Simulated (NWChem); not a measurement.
C2H4N, doublet; SMILES [CH]=NC

Program: NWChem. Spin-unrestricted. In the optimisation the excess spin sits in a' (Cs, its own frame). All runs use the structure optimised with PBE0/def2-SVP, spin-unrestricted. No stability test was run on the SCF state.

Q: Predict the results for UHF/def2-SVP. Quantities: highest occupied level (eV); lowest empty minus highest occupied level, either spin (eV); dipole (D); <S²>.

A: 
```
Property                                                     Value
-----------------------------------------------------------  -----
highest occupied level (eV)                                  -9.26
lowest empty minus highest occupied level, either spin (eV)  12.57
dipole (D)                                                    2.12
<S²>                                                         0.844
```
